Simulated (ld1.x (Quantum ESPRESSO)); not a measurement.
Al: one change to a TM potential, before and after

| Item | Value |
| --- | --- |
| Element | aluminium (Al) |
| Generator | ld1.x (Quantum ESPRESSO) 7.5 |
| Type | norm-conserving Troullier–Martins (Kleinman–Bylander form) |
| Functional | PBE |
| Relativity | scalar-relativistic |
| Frozen core | [Ne] |
| Valence charge | 3 |
| Reference configuration | 3s2 3p0 (charge +1) |
| Partial waves | 3p (bound, empty): rc 2.45 bohr; 3d channel at 0.3 Ry: rc 1.80 bohr; 3s (bound): rc 1.95 bohr |
| Local potential | the s channel |
| Core correction | a·sin(br)/r model core inside 1.15 bohr |

All-electron outer shells of the reference configuration (PBE, scalar-relativistic, ld1.x):

| shell | level (eV) | outermost node (bohr) | outermost maximum (bohr) |
| --- | --- | --- | --- |
| 3s | -14.81 | 0.80 | 2.01 |
| 3p | -9.05 | 0.81 | 2.39 |

Change: all radii but the core radius scaled by about 1.08 (s 2.10, p 2.64, d 1.94 bohr).

Cutoffs: the cutoffs (Ry, on a coarse ladder) from which the occupation-weighted sum of valence levels, in a spherical-Bessel basis at the reference potential, stays within 10 and 1 mRy of its value at 400 Ry; they do not see the model core or the augmentation charge, which bear on the density cutoff. Errors are all-electron minus pseudo energies relative to the spin-unpolarised reference configuration.

Problem. Predict the effect on cutoff, ghosts and configuration errors.

Solution. The potential gets neither clearly harder nor softer (10 Ry and 30 Ry → 10 Ry and 30 Ry); of the 7 tests that both files solve, the error grows in 3 and shrinks in 0 by more than 15 % and 0.3 meV (median size 2.7 → 3.1 meV); neither file shows a bound ghost. More of the atom is replaced by a form fitted at one configuration, so other configurations suffer.

| quantity | base | changed |
| --- | --- | --- |
| cutoff, loose | 10 Ry | 10 Ry |
| cutoff, tight | 30 Ry | 30 Ry |
| bound ghosts | none | none |
| error for 3s2 3p1, meV [ΔE -5.76 eV] | +2.7 | +2.8 |
| error for 3s1 3p0, meV [ΔE 19.23 eV] | +4.4 | +3.8 |
| error for 3s2 3p0.5, meV [ΔE -3.68 eV] | +1.0 | +1.0 |
| error for 3s2 3p1.3, meV [ΔE -6.34 eV] | +3.6 | +3.8 |
| error for 3s1 3p1, meV [ΔE 5.81 eV] | -2.3 | -2.7 |
| error for 3s1 3p2, meV [ΔE -0.62 eV] | -2.6 | -3.1 |
| error for 3s0 3p3, meV [ΔE 4.69 eV] | -12 | -14 |
